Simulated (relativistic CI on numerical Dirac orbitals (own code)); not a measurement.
**Mn⁴⁺: L-alpha,beta X-ray emission**

Computed with this model: Dirac-Coulomb-Breit CI, orbitals from a KLI potential per configuration, a model potential for QED, valence Slater integrals scaled by 0.8, multiplet model of X-ray emission after core ionisation; configurations [Ar] 3d3 → [He] 2s2 2p5 3s2 3p6 3d3 → [Ar] 3d2; 80 K; Lorentzian 0.42 eV and Gaussian 0.5 eV FWHM. Energies are those of the free ion, without screening or charge transfer. S is read from ⟨S²⟩ = S(S + 1).

Field parameters in Wybourne normalisation: D4h B²₀ = −7Ds, B⁴₀ = 21(Dq − Dt), B⁴₄ = 21√(5/14) Dq. The field is a parameter set, without covalency.

Peaks in eV (height, largest 100): 647.2 (42), 651.1 (37), 653.0 (75), 654.0 (96), 655.8 (65), 658.2 (100), 661.5 (19).

(1) Which surroundings give this spectrum?
A. D4h, 10Dq = 20450, Ds = 1200, Dt = 250 cm⁻¹
B. D4h, 10Dq = 20450, Ds = 300, Dt = 250 cm⁻¹
C. D4h, 10Dq = 20450, Ds = 2100, Dt = 250 cm⁻¹
D. D4h, 10Dq = 20450, Ds = -600, Dt = 250 cm⁻¹

Answers

(1) C. D4h, 10Dq = 20450, Ds = 2100, Dt = 250 cm⁻¹, where the ground state has S = 1.50.
